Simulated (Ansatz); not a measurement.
The same path of F3Ge2H3 + H2 (10 atoms, charge 0, multiplicity 1) was run twice with different band settings. Lost on the way: Ge1–Ge2, H9–H10. Made: Ge1–H9, Ge2–H10.

Method: Ansatz 0.2.0, RKS PBE/def2-SVP.

Relaxed end points:

```xyz
10
Properties=species:S:1:pos:R:3
Ge 0.399 -0.298 0.186
Ge 0.206 -0.227 2.612
H -1.020 -1.079 3.007
H 1.514 -0.815 3.187
H 0.026 1.254 3.012
F 1.745 0.619 -0.442
F -1.003 0.342 -0.648
F 0.602 -1.907 -0.458
H -2.673 0.983 0.964
H -3.101 1.128 1.586
```

```xyz
10
Properties=species:S:1:pos:R:3
Ge -0.449 0.011 -0.860
Ge -0.289 -0.002 3.487
H -0.841 -0.198 4.922
H 0.872 -0.991 3.235
H 0.199 1.454 3.312
F 0.712 0.377 0.383
F -0.076 1.061 -2.189
F -0.105 -1.604 -1.386
H -1.894 0.176 -0.378
H -1.433 -0.284 2.478
```

Common settings: movable images 7; climbing image yes; spring 5.0 eV/Å²; optimiser quadratic models (default); force threshold 0.05 eV/Å; iteration limit 60; end points relaxed.

| run | start path |
| --- | --- |
| 1 | through a guess of the saddle point |
| 2 | straight line |

(1) What does each run give, and how far can it be trusted?

Answers

(1) Run 1: converged after 16 iterations, highest image 2.972 eV above the first end. Neighbouring images differ by up to 2.5 eV, so the band resolves the path poorly. A vibrational analysis at the climbing image gives one clearly imaginary mode, 1499i cm⁻¹: a first-order saddle point.
Run 2: converged after 22 iterations, highest image 2.712 eV above the first end. Neighbouring images differ by up to 2.0 eV, so the band resolves the path poorly. The order of the point at the top wasn't checked.
The orbitals stay closed-shell, which can raise the energy where a bond breaks towards radicals; this wasn't checked here.
